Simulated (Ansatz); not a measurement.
`[CH3][GeH]([NH2])[Cl]` → `[CH3][Ge][Cl]` + NH₃ at 700 K and 1 bar (germylene formation by 1,1-elimination).

Computed with Ansatz on PBE0-D4/def2-TZVP structures; ΔE is electronic, products minus reactants. CCSD(T)/CBS is the MP2 limit (def2-TZVPP, def2-QZVPP) plus CCSD(T) − MP2 in def2-TZVPP, frozen cores. This one scheme is used for every species. For Ge outer-core shells are correlated without core-valence functions, which leaves a few kJ/mol of doubt a bond. Scalar relativity is left out up to krypton. Each species was taken in one conformer, which may not be the lowest.

| species | CCSD(T)/CBS energy (Eh) | H − E (kJ/mol) | S (J/(mol·K)) |
| --- | --- | --- | --- |
| `[CH3][GeH]([NH2])[Cl]` | -2632.32972 | 265.3 | 459.8 |
| `[CH3][Ge][Cl]` | -2575.77362 | 144.4 | 380.1 |
| NH₃ | -56.50880 | 116.9 | 226.5 |

H − E and S are ideal-gas, rigid-rotor, harmonic terms from PBE0-D4/def2-TZVP, for one conformer and one mirror image of each species. 1 Eh = 2625.50 kJ/mol, R = 8.31446 J/(mol·K).

**Question.** By hand: ΔE, ΔH, ΔS and ΔG.

**Answer.** ΔE = (-2575.77362) + (-56.50880) − (-2632.32972) = 0.04730 Eh = 124.2 kJ/mol. Δ(H − E) = 144.4 + 116.9 − 265.3 = -4.0, so ΔH = 120.2 kJ/mol. ΔS = 380.1 + 226.5 − 459.8 = 146.8 J/(mol·K). ΔG = 120.2 − 700 × (146.8)/1000 = 17.4 kJ/mol.

**Question.** By hand: the equilibrium constant, and the temperature at which ΔG would vanish if ΔH and ΔS stayed fixed.

**Answer.** log₁₀ K = −ΔG/(RT ln 10) = -1.3. ΔG = 0 at ΔH/ΔS = 819 K.

The number of gas molecules changes by +1, which sets the sign of ΔS. A doubt of 5 kJ/mol in ΔE shifts log₁₀ K by 0.4 here. Other conformers and mirror images would add mixing entropy, several J/(mol·K) or more a flexible species. These are equilibria of isolated gas molecules and say nothing of rates. Largest T1 diagnostic: 0.012 (customary marks: 0.02 for closed shells, 0.045 for open ones).
